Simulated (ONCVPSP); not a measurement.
# What one change does to a pseudopotential (osmium, ONCV)

ONCVPSP 4.0.1 input, shortened (lines: element, Z, core and valence counts, functional; n l f; lmax; l rc ep ncon nbas qcut; lloc lpopt rc5 dvloc0; l nproj debl; icmod fcfact rcfact), PBE, scalar-relativistic:

```
  Os 76.00   10    3        4      upf
    1    0    2.00
    2    0    2.00
    2    1    6.00
    3    0    2.00
    3    1    6.00
    3    2   10.00
    4    0    2.00
    4    1    6.00
    4    2   10.00
    4    3   14.00
    5    0    2.00
    5    1    6.00
    5    2    5.00
    3
    0    1.70    0.00    4    9    5.80
    1    1.10    0.00    4    8    8.40
    2    2.35    0.00    3    7    7.00
    3    2.30    0.39    5    9    5.40
    4    5    0.80    3.00
    0    3    0.40
    1    2    2.10
    2    2    0.30
    3    1    3.90
    0    0.00    0.00
```

In the s channel the program set the typed energies aside and used -4.492, 0.050, 0.450 Ha. In the p channel the program set the typed energies aside and used -2.987, 0.250 Ha. In the d channel the program set the typed energies aside and used -1.286, 0.250 Ha.

Change: p: qcut 11.2.

Cutoffs: the cutoffs (Ha) at which the residual kinetic energy of the hardest occupied pseudo-wave falls to 1 and 0.1 mHa per electron; they do not see the model core or the augmentation charge, which bear on the density cutoff. Errors are all-electron minus pseudo energies relative to the spin-unpolarised reference configuration.

Task: What does the change do?

Result: The potential gets neither clearly harder nor softer (36 Ha and 124 Ha → 41 Ha and 48 Ha); both files keep a bound ghost (d, s); the errors of the 4 common tests hardly move.

| quantity | base | changed |
| --- | --- | --- |
| cutoff, loose | 36 Ha | 41 Ha |
| cutoff, tight | 124 Ha | 48 Ha |
| loose cutoff by channel | s 13 Ha, p 36 Ha, d 15 Ha | s 13 Ha, p 41 Ha, d 15 Ha |
| bound ghosts | s, d | s, d |
| GHOST(+) flags under 300 eV | p at 151.1 eV | p at 128.3 eV |
| error for 5s2 5p6 5d6 6s2, meV [ΔE -55.34 eV] | +20 | +20 |
| error for 5s2 5p6 5d6 6s1, meV [ΔE -45.76 eV] | +16 | +16 |
| error for 5s2 5p6 5d6, meV [ΔE -28.85 eV] | +9.8 | +9.9 |
| error for 5s2 5p6 5d6 6p1, meV [ΔE -39.62 eV] | +15 | +15 |
| s: phases at 1.73 bohr within 0.05 rad from the reference energy up to (Ha; the scan ends near 5) | to the end of the scan | to the end of the scan |
| p: phases at 1.12 bohr within 0.05 rad from the reference energy up to (Ha; the scan ends near 5) | to the end of the scan | 4.4 |
| d: phases at 2.39 bohr within 0.05 rad from the reference energy up to (Ha; the scan ends near 5) | 4.7 | 4.7 |
| f: phases at 2.33 bohr within 0.05 rad from the reference energy up to (Ha; the scan ends near 5) | 2.5 | 2.5 |

 A true bound ghost makes a file unfit for plane-wave use even where its test errors are small: the radial tests pick states by their node count and pass the ghost by.
